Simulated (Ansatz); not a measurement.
Start from `CCC(O)=S` and change one atom or group to get `BCC(O)=S`.

Ansatz, PBE0-D4/def2-TZVP geometries, multiplicity 1. Each molecule was computed in one conformer, which needn't be the lowest.

| property | `CCC(O)=S` |
| --- | --- |
| LUMO energy (PBE0/def2-TZVPP) / eV | -1.34 |
| HOMO–LUMO gap (ωB97M-V/def2-TZVPP) / eV | 9.43 |
| HOMO–LUMO gap (PBE0/def2-TZVPP) / eV | 5.06 |
| LUMO energy (PBE/def2-TZVPP) / eV | -2.25 |
| size of the dipole moment (B3LYP/def2-TZVPP) / D | 4.36 |
| LUMO energy (B3LYP/def2-TZVPP) / eV | -1.55 |

Task: Give the same properties after the change, and the shifts. (Estimate.)

Result: Computed: 
```csv
property,`BCC(O)=S`,shift
LUMO energy (PBE0/def2-TZVPP) / eV,-2.15,-0.81
HOMO–LUMO gap (ωB97M-V/def2-TZVPP) / eV,8.43,-1.00
HOMO–LUMO gap (PBE0/def2-TZVPP) / eV,4.31,-0.75
LUMO energy (PBE/def2-TZVPP) / eV,-3.12,-0.87
size of the dipole moment (B3LYP/def2-TZVPP) / D,4.05,-0.31
LUMO energy (B3LYP/def2-TZVPP) / eV,-2.37,-0.82
```

With PBE0 the HOMO falls by 0.06 eV and the LUMO falls by 0.81 eV, so the gap narrows by about 0.75 eV. PBE moves the HOMO by -0.12 eV and ωB97M-V by -0.04 eV. Dipoles are sizes alone; their direction can turn.

B3LYP here is the variant with VWN-RPA as its local correlation; programs differ in this.
